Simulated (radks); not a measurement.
Valence configurations of N III (all share [He]). Calculated with a radial shooting solver on a logarithmic mesh with Libxc functionals: scalar-relativistic Kohn-Sham, PBE, spin-unpolarised, spherical densities, point nucleus. Energies are relative to 2s2 2p1; eigenvalues in eV.

valence      E (eV)    e(2p)    e(2s)
2s2 2p1       0.000  -37.512  -49.160
2s1.5 2p1.5   5.829  -37.338  -49.006
2s1 2p2      11.668  -37.173  -48.859
2s0.5 2p2.5  17.515  -37.016  -48.720
2p3          23.371  -36.868        -

NIST lists [He] 2s2 2p1 as the ground configuration; this level of theory agrees among the configurations tried. The energies are those of spherical spin-averaged densities, not of single terms.
